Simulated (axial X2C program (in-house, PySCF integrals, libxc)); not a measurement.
## Working with the constants of TlH

A bond curve at the CCSD(T) level, 2c, was computed with an in-house relativistic program for diatomic molecules (basis Tl dyall-cv3z [12s14p10d7f1g], H dyall-v3z [6s2p1d] (cores contracted in-house)) for the state Ω = 0 (closed shell). Its fit gives Re = 1.8820 Å, ωe = 1374.4 cm⁻¹, ωexe = 22.5 cm⁻¹ and αe = 1.395e-01 cm⁻¹; the masses are 204.9744 and 1.0078 u. Two-component means X2C with spin–orbit coupling and atomic mean-field Coulomb and Gaunt terms.

Correlated methods: 14 electrons correlated (number of frozen shells: Tl 5 s, 4 p, 2 d, 1 f; H none), 206 virtual spin orbitals or spinors in MP2, 90 natural virtuals in coupled cluster.

Q: Find the reduced mass, Be and the force constant.

A: From the CCSD(T) values: μ = 1.0029 u. Be = 16.8576/(μ Re²) = 4.746 cm⁻¹. k = 5.8918×10⁻⁷ μ ωe² = 1.12 mdyn/Å.

Q: Where do the fundamental and the first overtone lie?

A: ν(1←0) = ωe − 2ωexe = 1329.4 cm⁻¹; ν(2←0) = 2ωe − 6ωexe = 2613.8 cm⁻¹.

Q: A Morse curve ties αe to the other constants (Pekeris). How well does that hold?

A: αe(Morse) = 6Be²/ωe × (√(ωexe/Be) − 1) = 1.158e-01 cm⁻¹; the CCSD(T) curve gives 1.395e-01 cm⁻¹, a ratio of 0.83.

Q: Scale the constants to the deuteride (D 2.0141 u) within the Born–Oppenheimer picture.

A: ρ = √(μH/μD) = 0.7091; ωe = 974.6, ωexe = 11.3, Be = 2.386 cm⁻¹; the zero-point energy falls by 197 cm⁻¹.

Q: Estimate De from a Morse curve and compare with the computed well depth of 2.082 eV to Tl + H.

A: De(Morse) = ωe²/(4ωexe) = 2.602 eV against 2.082 eV computed, a ratio of 1.25. The extrapolation overshoots: the well softens faster than a Morse curve, or the lowest atomic limit lies below the one to which the curve heads.

One determinant describes the state; a PBE0 search over occupations chose it and may have missed a lower one. De is counted from the lowest determinant-based energies of the atoms at the same level, without counterpoise correction. Coupled cluster ran in a truncated set of natural virtual spinors; the MP2 energy of the rest was added. (T) has no such correction and the atoms are truncated less, which lowers De at CCSD(T) by a hundredth of an eV or more.
